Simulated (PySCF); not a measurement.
Species: `O([SiH2]c1cccc(Cl)c1)C`. The columns A, B, C and D hold Mulliken, IAO, Hirshfeld and ESP-fitted charges (e) of one PBE0/pcSseg-1 density (PySCF), in a shuffled order. Coordinates in Å (GFN2-xTB); the density's dipole moment is (2.34, 0.98, -0.35) D.

```csv
atom,x,y,z,A,B,C,D
C1,3.611,0.438,-0.180,-0.030,+0.002,-0.196,-0.241
O2,2.220,0.350,-0.130,-0.216,-0.646,-0.639,-0.295
Si3,1.315,-0.926,0.291,+0.395,+0.884,+1.014,+0.627
C4,-0.439,-0.275,0.097,-0.092,-0.384,-0.279,-0.269
C5,-0.725,1.020,-0.319,-0.045,-0.034,-0.139,-0.018
C6,-2.032,1.455,-0.450,-0.041,-0.063,-0.144,-0.216
C7,-3.084,0.602,-0.167,-0.055,+0.054,-0.157,-0.015
C8,-2.802,-0.690,0.247,+0.015,-0.246,-0.009,-0.091
Cl9,-4.108,-1.771,0.605,-0.039,-0.090,-0.040,-0.086
C10,-1.498,-1.129,0.380,-0.059,+0.083,-0.153,+0.025
H11,4.020,-0.287,-0.887,+0.043,+0.099,+0.131,+0.118
H12,4.049,0.249,0.802,+0.043,+0.099,+0.130,+0.118
H13,3.875,1.445,-0.505,+0.051,+0.119,+0.155,+0.129
H14,1.583,-1.341,1.675,-0.086,-0.117,-0.159,-0.136
H15,1.561,-2.074,-0.592,-0.086,-0.118,-0.159,-0.136
H16,0.092,1.690,-0.541,+0.045,+0.085,+0.162,+0.097
H17,-2.238,2.465,-0.773,+0.055,+0.098,+0.159,+0.156
H18,-4.108,0.928,-0.265,+0.053,+0.096,+0.167,+0.126
H19,-1.302,-2.139,0.704,+0.048,+0.082,+0.155,+0.110
```

Problem. Which column most likely holds the ESP-fitted charges?

Solution. D. Σ q r misses the density's dipole by 0.08 D (D), 0.94 D (A), 1.63 D (C), 2.55 D (B). Charges fitted to the outside potential are the only set here that is tied to the molecule's multipoles.

Problem. And the Hirshfeld charges?

Solution. A. The mean sizes are 0.079 e (A), 0.158 e (D), 0.179 e (B), 0.218 e (C), and Hirshfeld charges are commonly the smallest of these schemes.

As computed, A = Hirshfeld, B = Mulliken, C = IAO, D = ESP-fitted. Hydrogens on carbon: Hirshfeld +0.04 to +0.06, Mulliken +0.08 to +0.12, IAO +0.13 to +0.17, ESP-fitted +0.10 to +0.16 e.

The Mulliken scheme counts on each atom the diagonal of the density matrix times the overlap matrix over that atom's basis functions. The ESP scheme fits charges at the nuclei, held to the total charge, to the electrostatic potential on points at 1.4 to 2.0 times the van der Waals radii.

Geometry: GFN2-xTB, one conformer, isolated molecule.

Shape of the structure used: `[CH3:1][O:2][SiH2:3][c:4]1[cH:5][cH:6][cH:7][c:8]([Cl:9])[cH:10]1`: C1–O2–Si3–C4 180°, O2–Si3–C4–C5 0°.
